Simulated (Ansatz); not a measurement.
Steps of a relaxation of `N[SiH2][O][SnH3]` with RKS PBE0-D4/def2-TZVP.

```sh
$ ansatz run in.yaml --threads 4 --pin off --events-out ev --progress --plain --max-ram 10444MiB
```

```yaml
crystal:
  periodic: [false, false, false]
  atoms:
    - {symbol: N, position_ang: [-0.211249, 2.356281, -0.813585]}
    - {symbol: Si, position_ang: [-0.744320, 0.795568, -0.274497]}
    - {symbol: O, position_ang: [0.433901, -0.393687, -0.350768]}
    - {symbol: Sn, position_ang: [0.738659, -2.076932, 0.705070]}
    - {symbol: H, position_ang: [-0.052383, 2.494899, -1.815297]}
    - {symbol: H, position_ang: [0.512843, 2.842812, -0.277786]}
    - {symbol: H, position_ang: [-1.200301, 0.953868, 1.155165]}
    - {symbol: H, position_ang: [-1.897314, 0.427434, -1.169761]}
    - {symbol: H, position_ang: [0.301799, -1.757218, 2.348197]}
    - {symbol: H, position_ang: [2.423627, -2.382699, 0.510438]}
    - {symbol: H, position_ang: [-0.239962, -3.317327, 0.003423]}
basis:
  gaussian: {orbitals: def2-TZVP}
hamiltonian: {xc: pbe0, dispersion: d4}
relax: {f_tol: 0.005, max_steps: 150}
```

Positions (Å) and forces (eV/Å) along the path, 13 of 60 steps:

```xyz
11
step=1 energy=-17356.7692 eV
N    -0.211    2.356   -0.814    0.375   -0.170   -0.087
Si   -0.744    0.796   -0.274    0.719   -0.298   -0.169
O     0.434   -0.394   -0.351   -0.765    0.105    0.546
Sn    0.739   -2.077    0.705   -0.084    0.513   -0.311
H    -0.052    2.495   -1.815   -0.109   -0.103    0.636
H     0.513    2.843   -0.278   -0.465   -0.318   -0.331
H    -1.200    0.954    1.155    0.122   -0.065   -0.318
H    -1.897    0.427   -1.170    0.271    0.046    0.210
H     0.302   -1.757    2.348    0.075   -0.039   -0.326
H     2.424   -2.383    0.510   -0.312    0.067    0.030
H    -0.240   -3.317    0.003    0.174    0.261    0.119
11
step=5 energy=-17356.8610 eV
N    -0.190    2.307   -0.805    0.028    0.000   -0.008
Si   -0.721    0.773   -0.272    0.021    0.004   -0.008
O     0.417   -0.396   -0.330   -0.022   -0.021    0.016
Sn    0.727   -2.041    0.693    0.003   -0.001   -0.003
H    -0.060    2.471   -1.791   -0.014    0.009    0.009
H     0.496    2.816   -0.269   -0.020    0.007   -0.004
H    -1.172    0.924    1.140   -0.001    0.010    0.011
H    -1.862    0.397   -1.147   -0.001    0.002   -0.016
H     0.292   -1.710    2.309    0.008   -0.013   -0.007
H     2.390   -2.349    0.500   -0.011    0.000    0.001
H    -0.252   -3.248   -0.009    0.010    0.003    0.009
11
step=10 energy=-17356.8626 eV rejected
N    -0.164    2.300   -0.799    0.007    0.000   -0.004
Si   -0.741    0.774   -0.289    0.005    0.021   -0.004
O     0.356   -0.432   -0.339    0.007   -0.018    0.006
Sn    0.731   -2.051    0.699   -0.001    0.011    0.005
H    -0.021    2.488   -1.778   -0.008   -0.007    0.009
H     0.487    2.820   -0.233   -0.005   -0.010    0.001
H    -1.211    0.934    1.116    0.000   -0.002    0.000
H    -1.872    0.437   -1.194   -0.002   -0.001   -0.003
H     0.348   -1.708    2.326   -0.005   -0.002   -0.007
H     2.393   -2.329    0.462   -0.003   -0.001   -0.007
H    -0.243   -3.291    0.050    0.005    0.007    0.004
11
step=23 energy=-17356.8632 eV
N    -0.126    2.275   -0.723    0.001    0.001   -0.018
Si   -0.788    0.742   -0.358    0.007    0.013    0.002
O     0.247   -0.515   -0.450    0.001   -0.011    0.005
Sn    0.744   -2.019    0.704   -0.007    0.004   -0.003
H     0.048    2.539   -1.679   -0.003   -0.006    0.013
H     0.524    2.726   -0.100   -0.005   -0.008    0.005
H    -1.314    0.818    1.035   -0.001    0.002   -0.002
H    -1.883    0.528   -1.339    0.003    0.000    0.003
H     0.488   -1.523    2.317    0.002   -0.003   -0.009
H     2.384   -2.302    0.351   -0.004    0.001    0.001
H    -0.257   -3.326    0.261    0.007    0.009    0.003
11
step=28 energy=-17356.8636 eV
N    -0.104    2.253   -0.688   -0.004   -0.009   -0.011
Si   -0.820    0.729   -0.389    0.034    0.010   -0.007
O     0.172   -0.562   -0.498   -0.012    0.002    0.010
Sn    0.749   -1.999    0.702    0.004    0.003   -0.004
H     0.122    2.536   -1.628   -0.001   -0.005    0.022
H     0.520    2.676   -0.020   -0.005   -0.004   -0.007
H    -1.375    0.786    0.993   -0.004    0.000    0.007
H    -1.892    0.573   -1.404   -0.009    0.001   -0.006
H     0.565   -1.429    2.299   -0.005   -0.005   -0.009
H     2.375   -2.280    0.287    0.003    0.002   -0.001
H    -0.248   -3.340    0.366   -0.001    0.007    0.007
11
step=35 energy=-17356.8643 eV
N    -0.079    2.227   -0.661    0.004   -0.001    0.001
Si   -0.850    0.721   -0.410    0.000   -0.002   -0.001
O     0.092   -0.605   -0.526   -0.005    0.003   -0.006
Sn    0.757   -1.984    0.696   -0.009    0.007    0.005
H     0.194    2.517   -1.586   -0.001   -0.002    0.003
H     0.522    2.630    0.039   -0.002   -0.002   -0.002
H    -1.430    0.777    0.963    0.001    0.000   -0.001
H    -1.903    0.616   -1.451    0.002    0.001    0.001
H     0.614   -1.364    2.279    0.005    0.001    0.003
H     2.374   -2.237    0.230   -0.003   -0.003    0.000
H    -0.225   -3.354    0.447    0.007   -0.003   -0.004
11
step=40 energy=-17356.8663 eV
N    -0.006    2.141   -0.596   -0.013   -0.059    0.016
Si   -0.924    0.701   -0.449    0.104   -0.005   -0.061
O    -0.112   -0.712   -0.589   -0.036    0.064    0.068
Sn    0.766   -1.927    0.679   -0.072    0.016   -0.061
H     0.366    2.440   -1.484   -0.023   -0.030    0.055
H     0.542    2.497    0.171   -0.036   -0.022   -0.049
H    -1.553    0.766    0.902    0.003    0.006   -0.009
H    -1.933    0.721   -1.540    0.038   -0.003    0.038
H     0.690   -1.192    2.219    0.021   -0.009   -0.027
H     2.357   -2.113    0.100   -0.014    0.012    0.021
H    -0.128   -3.378    0.609    0.028    0.029    0.007
11
step=45 energy=-17356.8705 eV
N     0.055    2.053   -0.557   -0.033   -0.022    0.071
Si   -0.974    0.691   -0.460   -0.082    0.088   -0.055
O    -0.268   -0.772   -0.577   -0.057    0.014   -0.074
Sn    0.761   -1.878    0.660    0.086   -0.115    0.078
H     0.505    2.323   -1.414    0.032    0.014   -0.079
H     0.542    2.410    0.246    0.008    0.018    0.035
H    -1.659    0.807    0.858    0.017    0.010    0.018
H    -1.931    0.775   -1.589    0.008    0.003   -0.007
H     0.746   -1.105    2.183   -0.003   -0.003   -0.012
H     2.326   -1.980   -0.002    0.019    0.002    0.005
H    -0.039   -3.380    0.672    0.005   -0.009    0.020
11
step=48 energy=-17356.8764 eV
N     0.143    1.917   -0.495   -0.008   -0.095    0.050
Si   -1.053    0.683   -0.478    0.106    0.036   -0.030
O    -0.506   -0.857   -0.531    0.060    0.065    0.093
Sn    0.769   -1.806    0.633   -0.090   -0.039   -0.124
H     0.713    2.134   -1.298   -0.091   -0.044    0.117
H     0.524    2.294    0.359   -0.040   -0.023   -0.126
H    -1.804    0.907    0.793    0.031    0.009   -0.057
H    -1.916    0.846   -1.677    0.036   -0.008    0.048
H     0.796   -0.984    2.132    0.042   -0.010   -0.050
H     2.270   -1.808   -0.185   -0.065    0.049    0.072
H     0.128   -3.382    0.767    0.019    0.061    0.009
11
step=53 energy=-17356.9016 eV
N     0.312    1.645   -0.363   -0.054    0.092    0.192
Si   -1.102    0.667   -0.467    0.028   -0.003   -0.007
O    -0.753   -0.920   -0.358    0.005    0.033   -0.006
Sn    0.761   -1.741    0.597   -0.008    0.014    0.007
H     0.865    1.895   -1.166   -0.003   -0.013    0.006
H     0.394    2.328    0.376    0.013   -0.118   -0.170
H    -1.958    1.102    0.673    0.016   -0.004   -0.017
H    -1.804    0.863   -1.762    0.009   -0.007    0.009
H     0.922   -0.954    2.102    0.005   -0.003   -0.004
H     2.148   -1.576   -0.379   -0.014    0.007   -0.004
H     0.279   -3.365    0.767    0.004    0.002   -0.006
11
step=55 energy=-17356.9049 eV
N     0.317    1.609   -0.332    0.033    0.013   -0.011
Si   -1.117    0.667   -0.461   -0.044    0.032    0.029
O    -0.795   -0.921   -0.319    0.026   -0.043    0.007
Sn    0.759   -1.718    0.593   -0.014    0.009   -0.002
H     0.910    1.794   -1.124    0.005   -0.008   -0.009
H     0.394    2.335    0.360   -0.017   -0.009    0.007
H    -1.992    1.142    0.646    0.002    0.001   -0.007
H    -1.785    0.853   -1.775    0.006    0.004   -0.008
H     0.941   -0.956    2.108    0.000   -0.004   -0.003
H     2.115   -1.506   -0.416    0.003    0.005   -0.003
H     0.318   -3.356    0.741    0.000    0.001    0.000
11
step=59 energy=-17356.9051 eV rejected
N     0.326    1.584   -0.332   -0.002    0.012    0.015
Si   -1.126    0.667   -0.455    0.024    0.011   -0.061
O    -0.823   -0.923   -0.287   -0.014   -0.010    0.022
Sn    0.756   -1.705    0.595    0.005   -0.002   -0.015
H     0.920    1.763   -1.126   -0.021   -0.017    0.009
H     0.409    2.311    0.358    0.007    0.015    0.008
H    -2.008    1.175    0.632    0.011   -0.009    0.014
H    -1.774    0.847   -1.780   -0.006   -0.003   -0.001
H     0.939   -0.971    2.122   -0.001    0.004    0.004
H     2.100   -1.451   -0.422   -0.002   -0.001    0.003
H     0.346   -3.354    0.716   -0.002    0.000    0.002
11
step=60 energy=-17356.9054 eV
N     0.326    1.585   -0.324   -0.001   -0.001   -0.003
Si   -1.125    0.667   -0.457   -0.001    0.003    0.000
O    -0.823   -0.923   -0.289    0.000    0.000    0.000
Sn    0.757   -1.705    0.592    0.001   -0.001    0.001
H     0.926    1.753   -1.115    0.000    0.000    0.000
H     0.400    2.323    0.356    0.000    0.000    0.001
H    -2.006    1.170    0.632    0.001   -0.001    0.000
H    -1.773    0.848   -1.783    0.001    0.000    0.000
H     0.944   -0.964    2.116    0.000   -0.001    0.000
H     2.098   -1.457   -0.429    0.000    0.000    0.000
H     0.343   -3.352    0.721    0.000    0.000    0.000
```

Run time 2.5 min (4 threads of an Arm Neoverse V2 on a shared host); peak host memory 0.52 GiB.
